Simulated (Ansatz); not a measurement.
Ansatz (a quantum-chemistry and plane-wave program) input:
A basis named .json is the Basis Set Exchange file of that set.

Ansatz 0.2 input:
```yaml
crystal:
  periodic: [false, false, false]
  atoms:
    - {symbol: Cu, position_ang: [1.64832892, -0.27166809, -0.01028878]}
    - {symbol: Cu, position_ang: [-1.64834973, 0.27164657, 0.00699675]}
    - {symbol: I, position_ang: [0.27929625, 1.95288761, -0.02196441]}
    - {symbol: I, position_ang: [-0.27939018, -1.95298477, 0.00710382]}
    - {symbol: I, position_ang: [4.03694491, 0.22432805, -0.01865190]}
    - {symbol: I, position_ang: [-4.03683959, -0.22421911, 0.03531378]}
basis:
  gaussian:
    orbitals: def2-TZVPP
    fitting: {mean_field: def2-universal-jkfit, correlation: def2-TZVPP-RIFIT.json}
magnetization: {spin_polarized: true, initial_magnetization: 2}
correlation: {method: mp2, electrons: outside_noble_gas}
```

Q: Predict the final energy.

A: -4466.15189 Eh (RI-MP2/def2-TZVPP). The basis has 328 functions.

The spin state was set by rule; other spins were not relaxed.
